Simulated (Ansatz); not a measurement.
Reaction (redistribution): `[BH2][Al]([NH2])[NH2]` + `BCOC` → `[NH2][AlH][NH2]` + `BBCOC`

Gas-phase electronic energies from Ansatz, PBE0-D4/def2-TZVP geometries. CBS: MP2 limit from def2 TZ/QZ plus the TZ coupled-cluster correction, frozen cores. This one scheme is used for every species. DFT in def2-TZVPP. Each species was taken in one conformer, which may not be the lowest.

`[BH2][Al]([NH2])[NH2]`:

Cartesian coordinates in Å:
```
B 1.739 1.020 -0.114
Al -0.094 -0.055 0.006
N -1.212 -0.107 -1.373
N -0.544 -0.924 1.488
H 2.431 1.022 -1.095
H 2.169 1.679 0.792
H -2.142 -0.492 -1.376
H -0.991 0.263 -2.283
H -0.028 -0.860 2.350
H -1.329 -1.545 1.604
```

`BCOC`:

Z-matrix (Å, degrees):
```
C
O 1 1.402
B 1 1.546 2 115.0
H 1 1.110 2 111.1 3 122.7
H 1 1.109 2 111.1 3 -122.8
C 2 1.400 1 112.7 3 -180.0
H 3 1.194 1 122.2 2 0.0
H 3 1.197 1 117.6 2 -180.0
H 6 1.090 2 107.7 1 -180.0
H 6 1.100 2 111.5 1 -60.5
H 6 1.100 2 111.5 1 60.5
```

`[NH2][AlH][NH2]`:

```xyz
8

N    -0.085    1.548   -0.183
Al   -0.241   -0.183   -0.517
N     0.311   -1.376    0.667
H     0.302    1.964    0.648
H    -0.384    2.265   -0.822
H    -0.877   -0.665   -1.880
H     0.729   -1.182    1.562
H     0.245   -2.370    0.525
```

`BBCOC`:

Z-matrix (Å, degrees):
```
C
B 1 1.558
O 1 1.406 2 113.9
H 1 1.107 2 108.5 3 -123.7
H 1 1.107 2 108.6 3 123.8
B 2 1.638 1 127.8 3 180.0
H 2 1.206 1 117.3 3 0.0
C 3 1.400 1 112.5 2 -180.0
H 6 1.200 2 122.0 1 -92.3
H 6 1.200 2 122.1 1 92.3
H 8 1.100 3 111.6 1 60.5
H 8 1.091 3 107.7 1 180.0
H 8 1.100 3 111.6 1 -60.6
```

(1) Is it downhill or uphill in electronic energy at CCSD(T)/CBS, and by how much? (Estimate.)

(2) What do these levels give: PBE-D4, PBE0-D4, HF/def2-TZVPP, CCSD/def2-TZVPP, HF/def2-QZVPP, CCSD/CBS(def2)? (Estimate.)

Largest T1 diagnostic among the species: 0.012.

## Answers

(1) Ansatz gave: Downhill: ΔE = -6.3 kcal/mol.

(2) Ansatz gave: PBE-D4 -8.8, PBE0-D4 -8.0, HF/def2-TZVPP -5.7, CCSD/def2-TZVPP -6.0, HF/def2-QZVPP -5.7, CCSD/CBS(def2) -6.2 kcal/mol.

From PBE to PBE0 (25 % exact exchange), in def2-TZVPP and without D4, ΔE moves by +0.7 kcal/mol.
